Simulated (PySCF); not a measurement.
MgZn at CAM-B3LYP

Level: CAM-B3LYP. basis Mg def2-SVPD, Zn def2-SVPD; no relativity; PySCF 2.14.

- state: ¹Σ⁺ (singlet), closed shell
- bond length: 3.494 Å
- harmonic wavenumber: 62.3 cm⁻¹
- force constant: 0.0399 mdyn/Å
- rotational constant Be: 0.07917 cm⁻¹
- anharmonicity ωexe: 1.18 cm⁻¹
- vibration–rotation constant αe: 0.00176 cm⁻¹
- well depth De to Mg + Zn: 1.5 kcal/mol
- dissociation energy D0: 1.5 kcal/mol
- HOMO–LUMO gap: 5.72 eV
- bond order (Mayer): 0.24
- dipole moment (positive dipole means Mg(−)Zn(+)): 0.08 D

Closed-shell solutions of metal pairs were not tested for spin polarisation, which can lower them a little. The bond is weak. Basis-set superposition, not corrected here, can be much of De in a small basis, most of all at correlated wavefunction levels. Functionals without a dispersion term scatter widely for such bonds, and LDA overbinds them.
